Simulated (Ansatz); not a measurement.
Isolated molecules relaxed with PBE0-D4/def2-TZVP in Ansatz; ΔE leaves out vibrations. CCSD(T)/CBS is the MP2 limit (def2-TZVPP, def2-QZVPP) plus CCSD(T) − MP2 in def2-TZVPP, frozen cores. This one scheme is used for every species. Functionals use def2-TZVPP. HSE06 is defined as in plane-wave codes.

Reaction (hydrogenolysis of the Si–F bond): `B[Si](F)(F)F` + H₂ → `B[SiH](F)F` + H–F

Task: Is it downhill or uphill in electronic energy at CCSD(T)/CBS, and by how much? (Best estimate.)

Result: Computed: Uphill: ΔE = +1.49 eV.

Task: What do these levels give: revPBE-D4, r2SCANh-D4, r2SCAN0-D4, HSE06-D4, revPBE, HF/def2-QZVPP? (An estimate is asked.)

Result: Ansatz gave: revPBE-D4 1.44, r2SCANh-D4 1.57, r2SCAN0-D4 1.54, HSE06-D4 1.42, revPBE 1.38, HF/def2-QZVPP 1.51 eV.

Largest T1 diagnostic among the species: 0.012.

From r2SCAN to r2SCAN0 (25 % exact exchange), in def2-TZVPP and without D4, ΔE moves by −0.04 eV. At CCSD(T), def2-SVP lies −0.14 eV from the extrapolated value and def2-TZVPP −0.00 eV. Leaving LDA and LC-ωPBE aside and taking each functional with its dispersion term where it has one, the values, not all of them listed here, spread over 0.16 eV, from HSE06-D4 to r2SCAN-D4. LDA lies +0.05 eV from PBE without D4.
